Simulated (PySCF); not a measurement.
Stepwise substitution at one centre (Si NH2-SH). Gas-phase values, no solvent. One relaxed conformer stands for each flexible species; it need not be the lowest. Strings in code marks are SMILES.

The T1 excitation (TDA) from two functionals at the same geometries (B3LYP-D3(BJ)/def2-TZVP), both in PySCF: PBE-D3(BJ)/def2-TZVP and B3LYP-D3(BJ)/def2-TZVP. B3LYP has the VWN-RPA correlation part, as in Gaussian. Excitations are Tamm–Dancoff values on a coarser integration grid. The basis has no diffuse functions, so Rydberg states are missing or too high.

```csv
species,PBE-D3(BJ)/def2-TZVP (eV)
1 of 4 NH2 replaced by SH (`N[Si](N)(S)N`),5.25
2 of 4 NH2 replaced by SH,5.26
3 of 4 NH2 replaced by SH,5.01
4 of 4 NH2 replaced by SH (`S[Si](S)(S)S`),4.13
```

Task: What does B3LYP-D3(BJ)/def2-TZVP give for each?

Result: 
- 1 of 4 NH2 replaced by SH (`N[Si](N)(S)N`): 5.51
- 2 of 4 NH2 replaced by SH: 5.51
- 3 of 4 NH2 replaced by SH: 5.34
- 4 of 4 NH2 replaced by SH (`S[Si](S)(S)S`): 4.57
Over these rows, drawn at random from the members with no instability flagged (it was tested for open shells, ions and some series alone), PBE minus B3LYP-D3(BJ): mean -0.32 eV, from -0.44 eV to -0.26 eV.
